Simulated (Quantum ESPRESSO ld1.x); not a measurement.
Problem. Pb24+, 58 electrons, occupied as [Kr] 4d10 4f12 (the NIST ground configuration). Calculated with ld1.x of Quantum ESPRESSO 7.5: Dirac Kohn-Sham, PBE, spin-unpolarised, spherical densities, point nucleus; open shells fill j = l - 1/2 first. Some entries of the table are withheld. Estimate them.

| orbital | occ. | eigenvalue (eV) | <r> (bohr) |
|---|---|---|---|
| 1s1/2 | 2 | -88654.246 | 0.01604 |
| 2s1/2 | 2 | -16385.562 | 0.06687 |
| 2p1/2 | 2 | -15761.445 | (1) |
| 2p3/2 | 4 | -13570.053 | (2) |
| 3s1/2 | 2 | -4424.509 | 0.1737 |
| 3p1/2 | 2 | -4143.527 | 0.1642 |
| 3p3/2 | 4 | -3653.235 | 0.1804 |
| 3d3/2 | 4 | (3) | 0.1566 |
| 3d5/2 | 6 | (4) | 0.1615 |
| 4s1/2 | 2 | -1481.301 | 0.3792 |
| 4p1/2 | 2 | -1359.094 | 0.3794 |
| 4p3/2 | 4 | -1234.683 | 0.4113 |
| 4d3/2 | 4 | -1035.493 | (5) |
| 4d5/2 | 6 | -1011.581 | (6) |
| 4f5/2 | 6 | -753.391 | 0.4140 |
| 4f7/2 | 6 | -747.534 | 0.4185 |

Solution. 
(1) 2p1/2 <r> (bohr): 0.05486
(2) 2p3/2 <r> (bohr): 0.06378
(3) 3d3/2 eigenvalue (eV): -3192.991
(4) 3d5/2 eigenvalue (eV): -3088.514
(5) 4d3/2 <r> (bohr): 0.4112
(6) 4d5/2 <r> (bohr): 0.4208
